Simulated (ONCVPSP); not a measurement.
## Plane-wave convergence, ONCV potential for Os (Z = 76)

Os, optimised norm-conserving Vanderbilt (ONCV), made with ONCVPSP 4.0.1 (PBE, fully relativistic). Core [Kr] 4d10 4f14, reference 5s2 5p6 5d6 6s1 (charge +1). Waves: 5s+6s: rc 1.65 bohr, ncon 3, nbas 7, qcut 8.4 1/bohr, 2 projectors; 5p: rc 1.95 bohr, ncon 4, nbas 7, qcut 6.5 1/bohr, 2 projectors, debl 3.2 Ha; 5d: rc 2.50 bohr, ncon 4, nbas 9, qcut 6.3 1/bohr, 3 projectors, debl 3.5 Ha. Local part: polynomial inside 1.05 bohr (lpopt 5, dvloc0 0 Ha). Core correction: polynomial model core, fcfact 0.25.

Open shells are filled in proportion to 2j + 1.

Q: For each optimised wave give the share of its norm inside rc, the residual kinetic energy above qcut (Ha) and the cutoffs (Ha) for errors of 10, 1, 0.1 and 0.01 mHa per electron.

A:

```csv
wave,norm inside rc,residual KE,10 mHa,1 mHa,0.1 mHa,0.01 mHa
5s,0.959,4.4e-07,18.2,23.4,27.5,30.6
6s,0.084,2.4e-07,15.2,21.8,26.6,30.2
5p j=3/2,0.949,2.1e-07,9.9,12.7,15.1,16.8
p projector 2 j=3/2,0.123,2.2e-05,8.7,11.3,14.6,30.7
5p j=1/2,0.973,2.3e-06,11.9,15.2,17.7,19.8
p projector 2 j=1/2,0.152,7.6e-06,10.6,13.5,16.1,19.2
5d j=5/2,0.844,3.6e-07,10.7,13.5,15.8,17.6
d projector 2 j=5/2,0.169,5.5e-06,12.9,15.7,17.8,20.0
d projector 3 j=5/2,0.112,4.5e-04,15.3,19.0,25.8,66.4
5d j=3/2,0.867,4.8e-07,11.0,13.8,16.0,17.8
d projector 2 j=3/2,0.171,8.4e-06,13.1,15.9,18.1,20.4
d projector 3 j=3/2,0.115,5.8e-04,15.7,19.3,27.1,69.2
```

The occupied waves need 23 Ha and 27 Ha for 1 and 0.1 mHa. Note: ghosts flagged at negative energy: d5/2 at -282.0 eV; GHOST(+) flagged for s at 62.2 eV, d3/2 at 175.8 eV. A true bound ghost makes a file unfit for plane-wave use.
